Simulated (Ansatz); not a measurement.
A run for Ansatz (a program for electronic structure): R-PBE/def2-TZVPPD on CH7GaO (a complex), monomers drawn apart or pushed together. Files ending in .json are basis or fitting sets from the Basis Set Exchange.

Ansatz 0.2 input:
```yaml
crystal:
  periodic: [false, false, false]
  atoms:
    - {symbol: Ga, position_ang: [-0.06008883, -0.85086794, 0.70335088]}
    - {symbol: H, position_ang: [-1.29184569, 0.02847900, 0.26727584]}
    - {symbol: H, position_ang: [-0.34587416, -2.20267583, 1.47657984]}
    - {symbol: H, position_ang: [1.33152400, -0.68724886, -0.02212534]}
    - {symbol: C, position_ang: [-0.32740096, 0.64967121, 4.36788097]}
    - {symbol: O, position_ang: [0.55390132, 0.69696597, 3.23044526]}
    - {symbol: H, position_ang: [-0.39951328, -0.36511099, 4.76117718]}
    - {symbol: H, position_ang: [-1.30198917, 0.96949722, 4.00906785]}
    - {symbol: H, position_ang: [0.02279063, 1.33707713, 5.13788139]}
    - {symbol: H, position_ang: [1.45155408, 0.46514343, 3.49577174]}
basis:
  gaussian:
    orbitals: def2-TZVPPD.json
hamiltonian:
  xc: {name: PBE}
scf: {lower_state_search: off}
```

The log:

```
WARN ansatz: RAYON_NUM_THREADS=1 ignored (pool sized by the plan → 1); use --threads N
Functional definition: PBE
these checks for a lower state are left out or cut short: stability, starts, cluster_reference, orbital_swaps, neighbouring_geometries, increment
integrals: 0.16 GiB planned
1147 factors; their error is unknown
mean field: 1.16 GiB planned
mean field evaluation 1: about -55556.3114 eV, gradient 6.8e1 eV
mean field evaluation 2: about -55513.2995 eV, gradient 1.5e2 eV
mean field evaluation 4: about -55564.3684 eV, gradient 1.1e1 eV
mean field evaluation 8: about -55564.5982 eV, gradient 6.1e-2 eV
mean field evaluation 16: about -55564.5576 eV, gradient 3.5e-5 eV
mean field -55564.55763769 eV, -2041.9598301751 hartree, gradient 1.1e-6 eV, S^2 0.000000; 0 other end points of the search recorded, 0 dependent functions left out
reference -55564.55769432 eV, -2041.9598322563 hartree; 26, 26 occupied and 224, 224 virtual orbitals, 1147 factors
Total energy: -55564.55769432 eV, -2041.9598322563 hartree
Checks for a lower state left out: stability, starts, cluster_reference, orbital_swaps, neighbouring_geometries, increment
```

The calculation finished and met its thresholds.

Cost: roughly 4 core-seconds.
